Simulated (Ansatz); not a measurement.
B4H3 (the lowest doublet isomer of a short search), 7 atoms. Hardware: 4 threads of Arm Neoverse V1 on a shared host.

Correlated methods freeze 4 core orbitals.

Q: How many basis functions does each of these Ansatz runs have, and roughly what does it cost? PBE0-D4/def2-TZVP, charge 1 singlet at the geometry of the charge 0 doublet, energy, from earlier orbitals; HF/STO-3G, charge 0 doublet, energy; PBE-D4/def2-TZVP, charge 0 doublet, energy, from earlier orbitals; r2SCAN0-D4/def2-TZVP, charge 0 doublet, energy, from earlier orbitals; PBE with 10 % exact exchange/def2-TZVP, charge 0 doublet, energy, from earlier orbitals; HSE06-D4/def2-TZVP, charge 0 doublet, energy, from earlier orbitals; CCSD(T)/def2-TZVPD, charge -1 singlet at the geometry of the charge 0 doublet, energy, from earlier orbitals; PBE0-D4/def2-SVP, charge 1 singlet at the geometry of the charge 0 doublet, energy with a search over starts; PBE with 35 % exact exchange/def2-TZVP, charge 0 doublet, energy, from earlier orbitals; revPBE-D4/def2-TZVP, charge 0 doublet, energy, from earlier orbitals; CAM-B3LYP-D4/def2-TZVP, charge 0 doublet, energy, from earlier orbitals; B3LYP-D4/def2-TZVP, charge 0 doublet, relaxation, 6 steps.

A: Other jobs shared the machine, so times can vary by a factor of up to 3. A dash marks memory too small to be measured apart from the calling script's.

```json
{"run": "HF/STO-3G, charge 0 doublet, energy", "functions": "23", "fitting or Cholesky vectors": "300", "wall time": "0.1 s", "peak host memory (GiB)": "–"}
{"run": "PBE0-D4/def2-SVP, charge 1 singlet at the geometry of the charge 0 doublet, energy with a search over starts", "functions": "71", "fitting or Cholesky vectors": "790", "wall time": "0.4 s", "peak host memory (GiB)": "–"}
{"run": "PBE0-D4/def2-TZVP, charge 1 singlet at the geometry of the charge 0 doublet, energy, from earlier orbitals", "functions": "142", "fitting or Cholesky vectors": "808", "wall time": "0.9 s", "peak host memory (GiB)": "–"}
{"run": "PBE-D4/def2-TZVP, charge 0 doublet, energy, from earlier orbitals", "functions": "142", "fitting or Cholesky vectors": "808", "wall time": "1.2 s", "peak host memory (GiB)": "–"}
{"run": "revPBE-D4/def2-TZVP, charge 0 doublet, energy, from earlier orbitals", "functions": "142", "fitting or Cholesky vectors": "808", "wall time": "1.3 s", "peak host memory (GiB)": "–"}
{"run": "PBE with 35 % exact exchange/def2-TZVP, charge 0 doublet, energy, from earlier orbitals", "functions": "142", "fitting or Cholesky vectors": "892", "wall time": "1.9 s", "peak host memory (GiB)": "–"}
{"run": "PBE with 10 % exact exchange/def2-TZVP, charge 0 doublet, energy, from earlier orbitals", "functions": "142", "fitting or Cholesky vectors": "808", "wall time": "2 s", "peak host memory (GiB)": "–"}
{"run": "HSE06-D4/def2-TZVP, charge 0 doublet, energy, from earlier orbitals", "functions": "142", "fitting or Cholesky vectors": "808", "wall time": "2 s", "peak host memory (GiB)": "–"}
{"run": "CAM-B3LYP-D4/def2-TZVP, charge 0 doublet, energy, from earlier orbitals", "functions": "142", "fitting or Cholesky vectors": "808", "wall time": "2.2 s", "peak host memory (GiB)": "–"}
{"run": "r2SCAN0-D4/def2-TZVP, charge 0 doublet, energy, from earlier orbitals", "functions": "142", "fitting or Cholesky vectors": "808", "wall time": "3.2 s", "peak host memory (GiB)": "–"}
{"run": "B3LYP-D4/def2-TZVP, charge 0 doublet, relaxation, 6 steps", "functions": "142", "fitting or Cholesky vectors": "808", "wall time": "8 s", "peak host memory (GiB)": "–"}
{"run": "CCSD(T)/def2-TZVPD, charge -1 singlet at the geometry of the charge 0 doublet, energy, from earlier orbitals", "functions": "175", "fitting or Cholesky vectors": "1142", "wall time": "12 s", "peak host memory (GiB)": "1.6"}
```
